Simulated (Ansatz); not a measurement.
CH2N, SMILES [NH][CH] (connectivity only; charge and spin as stated), neutral, multiplicity 2.

Geometry: B3LYP-D3(BJ)/def2-TZVPD.

Two levels are set side by side: PBE/def2-TZVPD (Ansatz, an electronic-structure program) and CAM-B3LYP/def2-TZVPD (Ansatz). Energy differences of separate SCF runs at the same geometry; the states with an electron removed or added have multiplicity 1 and 1. Differences are taken from unrounded values.

| quantity | CAM-B3LYP | PBE | PBE minus CAM-B3LYP |
|---|---|---|---|
| vertical ionisation energy (eV) | 9.09 | 8.79 | -0.30 |
